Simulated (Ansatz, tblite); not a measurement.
Cost and result up the ladder for LiAlO₂ (the lowest singlet isomer of a short search) (4 atoms). The state is a singlet with charge 0. Geometry: r2SCAN-D4/def2-TZVP.

```tsv
atom	x (Å)	y (Å)	z (Å)
Li1	-0.040	2.391	-0.587
Al2	0.013	-0.809	0.199
O3	-0.010	0.793	-0.191
O4	0.037	-2.375	0.580
```

Ansatz on 2 threads of Arm Neoverse N1 on a shared host; xTB runs through tblite on one thread. Times are rough, summed over both states, and most runs start from the orbitals of an earlier one. RPA@PBE/def2-TZVP serves as the yardstick here, not as an exact answer. Differences are given only for rows in sets of like size (and for xTB, whose basis is part of the method), since another set adds its own error. The other state is a triplet at its own geometry.

The xTB rows come from tblite. Correlated methods freeze 7 core orbitals; core or outer-core shells of Li are correlated, in sets that lack core-valence functions. The structure comes from a short search, and lower isomers may exist.

Correlated methods converge slowly with the basis.

xTB has no spin-polarisation term.

```csv
level,functions,wall time
GFN1-xTB,21,0.006 s
GFN2-xTB,21,0.007 s
HF/STO-3G,24,0.45 s
LDA (SPW92)/def2-TZVP,113,2.5 s
HF/def2-TZVP,113,2.8 s
MP2/def2-TZVP,113,2.8 s
PBE-D4/def2-TZVP,113,4.9 s
BLYP-D4/def2-TZVP,113,5.3 s
RPA@PBE/def2-TZVP,113,7.3 s
BHLYP-D4/def2-TZVP,113,9 s
PBE0-D4/def2-TZVP (with forces),113,15 s
r2SCAN-D4/def2-TZVP,113,15 s
B97M-V/def2-TZVP,113,35 s
CCSD(T)/def2-TZVPP,123,63 s
```

Estimate what each level gives for the triplet − singlet (eV).


```tsv
level	triplet − singlet (eV)	difference from RPA@PBE/def2-TZVP (eV)	remarks
GFN1-xTB	3.55	1.54	–
GFN2-xTB	3.71	1.70	–
HF/STO-3G	-1.13	–	–
LDA (SPW92)/def2-TZVP	2.45	0.44	–
HF/def2-TZVP	0.36	-1.65	–
MP2/def2-TZVP	2.59	0.59	–
PBE-D4/def2-TZVP	2.09	0.09	–
BLYP-D4/def2-TZVP	2.11	0.10	–
RPA@PBE/def2-TZVP	2.01	0.00	–
BHLYP-D4/def2-TZVP	1.63	-0.38	–
PBE0-D4/def2-TZVP (with forces)	1.88	-0.13	–
r2SCAN-D4/def2-TZVP	1.89	-0.11	–
B97M-V/def2-TZVP	1.97	-0.03	–
CCSD(T)/def2-TZVPP	2.15	0.15	large T1 (0.023) (singlet)
```
